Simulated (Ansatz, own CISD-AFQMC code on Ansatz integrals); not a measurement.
CH4OSi, SMILES `OC=[SiH2]` (H–O–C–Si torsion 15°) (charge 0, multiplicity 1).

Cartesian coordinates (Å):
```xyz
7

O     -1.6362    -0.0972    -0.5868
C     -0.3908    -0.5514    -0.2846
Si     0.9114     0.2015     0.5968
H     -1.6902     0.8551    -0.4409
H     -0.3195    -1.6096    -0.5182
H      2.2164    -0.4711     0.5048
H      0.9088     1.6726     0.7289
```
Charge 0, multiplicity 1.

Frozen-core energies in cc-pVDZ from Ansatz (an electronic-structure program) at a geometry from B3LYP-D3(BJ)/def2-TZVP; the HF reference has <S^2> = 0.00 (restricted, and unstable towards unrestricted orbitals) and the T1 diagnostic is 0.016.

```
level  energy (Ha)
-----  -----------
HF      -403.90629
MP2     -404.33528
CCSD    -404.36925
```

**Question.** Estimate the energies of CCSD(T), CCSDT, phaseless AFQMC, CISD trial (own CISD-AFQMC code on Ansatz integrals; ±0.40 mHa) and CCSDT(Q), and give each level's difference from CCSDT(Q).

**Answer.** 
```
level                                                                             energy (Ha)  difference from CCSDT(Q) (mHa)
--------------------------------------------------------------------------------  -----------  ------------------------------
MP2                                                                                -404.33528                           52.79
CCSD                                                                               -404.36925                           18.82
CCSD(T)                                                                            -404.38534                            2.73
CCSDT                                                                              -404.38645                            1.62
phaseless AFQMC, CISD trial (own CISD-AFQMC code on Ansatz integrals; ±0.40 mHa)   -404.38723                            0.83
CCSDT(Q)                                                                           -404.38806                            0.00
```
